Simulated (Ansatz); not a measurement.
Coupled-cluster diagnostics for the cluster Li3PS4, Ansatz.

Geometry of the singlet (r2SCAN-D4/def2-SVP):

```xyz
8

Li   -0.387    1.022    0.580
Li   -0.052   -0.319   -1.958
Li   -3.494    1.147   -1.488
P     1.872   -1.496    1.075
S     1.219   -1.925   -0.766
S    -1.384    1.352   -1.397
S     1.899    0.703    1.547
S     0.328   -0.482    2.408
```

Correlated methods freeze 25 core orbitals; core or outer-core shells of Li are correlated, in sets that lack core-valence functions. Another isomer (singlet) lies 1.96 eV lower at PBE0-D4/def2-TZVP; other spin states weren't run for this one.

(1) Estimate the CCSD(T) correlation energy, the shares of MP2 and (T), T1 and the reference's ⟨S²⟩ for: charge 0, singlet, own geometry in def2-TZVP; and the rough time on 4 threads of Arm Neoverse N1 on a shared host.

## Answers

(1) 
```json
{"state": "charge 0, singlet, own geometry", "basis": "def2-TZVP", "correlation (eV)": "-29.239", "MP2 share (%)": "88.9", "(T) share (%)": "5.2", "T1": "0.015", "⟨S²⟩ (pure)": "0.00 (0.00)", "wall time": "3.7 min"}
```
Customary marks for T1 are 0.02 (closed shells), 0.045 (open shells) and about 0.05 (3d metals). T1 stays under 0.02 throughout.
